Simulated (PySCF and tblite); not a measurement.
Results of a calculation; reference values are marked as such.
Stationary points of C$_{5}$H$_{4}$OSe at GFN2-xTB, in Å:

Structure A

```
 1 O    -2.431   -0.962   -0.821
 2 C    -1.787   -0.536    0.093
 3 C    -0.421    0.036   -0.006
 4 C     0.744   -0.775    0.080
 5 C     1.911   -0.090   -0.019
 6 Se    1.646    1.727   -0.244
 7 C    -0.168    1.362   -0.175
 8 H    -2.183   -0.551    1.132
 9 H     0.691   -1.843    0.209
10 H     2.900   -0.510    0.019
11 H    -0.902    2.142   -0.269
```

Structure B

```
 1 O    -2.047   -1.700    0.020
 2 C    -1.770   -0.527    0.063
 3 C    -0.421    0.023    0.018
 4 C     0.747   -0.791   -0.083
 5 C     1.910   -0.104   -0.112
 6 Se    1.644    1.735   -0.009
 7 C    -0.155    1.368    0.068
 8 H    -2.561    0.246    0.144
 9 H     0.676   -1.864   -0.132
10 H     2.901   -0.514   -0.184
11 H    -0.888    2.152    0.144
```

Structure C

```
 1 O    -2.795    0.081   -0.120
 2 C    -1.774   -0.524    0.097
 3 C    -0.425    0.015   -0.021
 4 C     0.751   -0.744    0.246
 5 C     1.909   -0.064    0.080
 6 Se    1.621    1.693   -0.458
 7 C    -0.172    1.310   -0.402
 8 H    -1.797   -1.585    0.417
 9 H     0.711   -1.775    0.555
10 H     2.905   -0.442    0.227
11 H    -0.927    2.037   -0.646
```

Level: PBE/pcSseg-1 + D3(BJ), IEF-PCM cyclohexane on GFN2-xTB stationary points, with GFN2-xTB thermal terms.

Question: Which structure is a saddle point, and along which motion?

Answer: A: one imaginary mode (153i cm⁻¹ at GFN2-xTB, mostly on O1, H8, C2), along the rotation about the C3–C2 bond (torsion C4–C3–C2–O1 from -180° to 0°, rising).

Question: Give their symmetry and energies above the lowest.

Answer: A C1, 10.9 kcal/mol; B Cs, 0.0 kcal/mol; C Cs, 0.9 kcal/mol.

Spin–orbit effects of heavy atoms on shieldings are missing.
